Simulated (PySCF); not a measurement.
# Solvent effects on NMR parameters

Geometry (Å), atoms numbered from 1 in this order:
```xyz
23

O     2.6582   -0.4106    0.3432
C     1.9587   -0.9741   -0.7360
C     0.4898   -0.5742   -0.8347
C     0.2594    0.9582   -0.9499
C    -0.7469    1.2562    0.1697
C    -2.0972    0.6288   -0.2154
C    -1.8446   -0.8916   -0.0303
C    -0.3692   -0.9479    0.3927
C    -0.2633    0.3051    1.2711
H     2.7448    0.5344    0.1824
H     2.0234   -2.0661   -0.6034
H     2.4573   -0.7425   -1.6996
H     0.0972   -1.0905   -1.7273
H     1.1952    1.5195   -0.7776
H    -0.1093    1.2623   -1.9412
H    -0.8113    2.3211    0.4367
H    -2.3941    0.8930   -1.2422
H    -2.8971    0.9856    0.4514
H    -2.4881   -1.3075    0.7603
H    -2.0383   -1.4744   -0.9440
H    -0.0711   -1.8973    0.8610
H     0.7639    0.4986    1.6084
H    -0.9339    0.2766    2.1448
```

GIAO PBE0/pcSseg-1 in PySCF 2.14.0 with density-fitted response routines on one PBE0-D3(BJ)/def2-SVP conformer, non-relativistic, equivalent nuclei averaged. Solvents enter as an IEF-PCM continuum (cyclohexane with ε = 2.0, chloroform with ε = 4.7) around the gas-phase geometry. Shifts are referred to TMS computed in the same medium.

Gas phase, δ in ppm: C2 68.2, C3 46.0, C8 44.4, C9 38.9, C5 38.7, C4 34.4, C7 33.1, C6 31.3, H11 3.71, H12 3.45, H16 1.97, H21 1.92, H22 1.68, H19 1.47. Dipole moment 1.50 D.

Task: How does each δ change in the continuum?

Result: 
| atoms | environment | Δδ, cyclohexane | Δδ, chloroform |
| --- | --- | --- | --- |
| C2 | sp3 CH2 bonded to O | +0.3 | +0.6 |
| C3 | sp3 CH in a ring | +0.3 | +0.5 |
| C8 | sp3 CH in a ring | +0.3 | +0.5 |
| C9 | sp3 CH2 in a ring | +0.2 | +0.4 |
| C5 | sp3 CH in a ring | +0.3 | +0.6 |
| C4 | sp3 CH2 in a ring | +0.1 | +0.1 |
| C7 | sp3 CH2 in a ring | +0.2 | +0.3 |
| C6 | sp3 CH2 in a ring | +0.2 | +0.3 |
| H11 | hydrogen on an sp3 CH2 bonded to O | +0.01 | 0.00 |
| H12 | hydrogen on an sp3 CH2 bonded to O | +0.04 | +0.08 |
| H16 | hydrogen on an sp3 CH in a ring | +0.01 | +0.02 |
| H21 | hydrogen on an sp3 CH in a ring | -0.01 | -0.03 |
| H22 | hydrogen on an sp3 CH2 in a ring | -0.05 | -0.10 |
| H19 | hydrogen on an sp3 CH2 in a ring | 0.00 | -0.01 |

Changes are relative to the gas phase. The dipole moment becomes 1.65 D in cyclohexane, 1.81 D in chloroform.

Task: Which nuclei move most (in ppm), and what does the model miss?

Result: C2 (sp3 CH2 bonded to O, +0.6 ppm) and C8 (sp3 CH in a ring, +0.5 ppm) and C5 (sp3 CH in a ring, +0.6 ppm) in chloroform. A continuum only polarises the solute; specific hydrogen bonds, the anisotropy of aromatic solvents and changes of geometry or conformer are outside it.
